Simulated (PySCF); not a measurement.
**Worked example: oscillator strength and radiative lifetime**

N-ethyl-methylboronamidic acid (C3H10BNO), SMILES CCNB(C)O.

Coordinates come from a B3LYP-D3(BJ)/def2-SVP optimisation. The values are those of a single conformer.

TDA-PBE0/def2-SVPD (PySCF 2.14.0) puts the first singlet state with f over 0.02 at 7.05 eV (vertical), with the transition dipole (-0.451, 0.109, -0.040) in atomic units.

Q: Find the oscillator strength, the wavelength and the radiative lifetime that this transition would have in vacuum if emission retraced absorption.

A: 
|μ|² = 0.2169 au, so |μ| = 1.18 D. ΔE = 7.05/27.211 = 0.2591 hartree. f = (2/3) ΔE |μ|² = 0.037 (the program prints 0.037).
λ = 1239.84/7.05 = 176 nm; ν = 56862 cm⁻¹.
Einstein's coefficient A = 0.6670 ν² f s⁻¹ (ν in cm⁻¹) = 8.1e7 s⁻¹, so τ = 1/A = 12 ns. This state is S2; the lower singlet has f = 0.005. The figure is the radiative limit of this one transition; relaxation, internal conversion, crossing to triplets and a medium change what is measured.
